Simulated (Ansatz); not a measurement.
Total energies of C₃H₆Zn.

```xyz
10

C     0.918    0.014   -1.037
C     0.119    0.669   -0.206
C    -1.149    0.134    0.362
Zn    1.652   -1.958    2.005
H     0.680   -0.989   -1.378
H     1.835    0.455   -1.411
H     0.400    1.673    0.107
H    -1.996    0.780    0.111
H    -1.100    0.092    1.455
H    -1.360   -0.871   -0.008
```

Total charge 0; spin multiplicity 1. For Zn the d shell is correlated and the shells below it are frozen. Scalar relativity is left out up to krypton. The bonds changed during the relaxation, so this is another structure than the one it started from. Geometry: relaxed with PBE0-D4/def2-TZVP. It is one conformer, not always the lowest. Basis def2-TZVPP, Ansatz 0.2.0.

RPA on PBE orbitals: Hartree–Fock energy of these orbitals -1894.86451 Eh, correlation -1.48464 Eh (frozen core).

```csv
functional,energy without D4 (Eh),D4 term (kJ/mol)
LDA (SPW92),-1893.31560,–
r2SCAN,-1897.24589,-5.0
B3LYP,-1897.41163,-29.3
r2SCANh,-1897.22587,-5.3
r2SCAN0,-1897.19741,-5.8
CAM-B3LYP,-1897.38613,-16.3
ωB97X-V,-1897.13277,–
ωB97M-V,-1897.17688,–
B2PLYP,-1896.95200,–
PBE-QIDH,-1896.67251,–
```

(1) Give the same for PBE, revPBE, BLYP, B97M-V, PBE0, HSE06 (plane-wave form), BHLYP, LC-ωPBE. (Best estimate.)

B3LYP takes the VWN-RPA correlation (the form of Gaussian; ORCA's B3LYP/G). HSE06 is the plane-wave form, built on full-range PBE exchange. The double hybrids freeze the cores in their second-order part.

Answers

(1) The calculation gave: 
```
             functional  energy without D4 (Eh)  D4 term (kJ/mol)
                    PBE             -1896.90907             -18.5
                 revPBE             -1897.19338             -57.2
                   BLYP             -1897.37636             -39.9
                 B97M-V             -1896.99355                 –
                   PBE0             -1896.94295             -15.9
HSE06 (plane-wave form)             -1896.93385             -14.9
                  BHLYP             -1897.22917             -21.6
                LC-ωPBE             -1897.01862                 –
```

LC-ωPBE has ω = 0.4 bohr⁻¹.
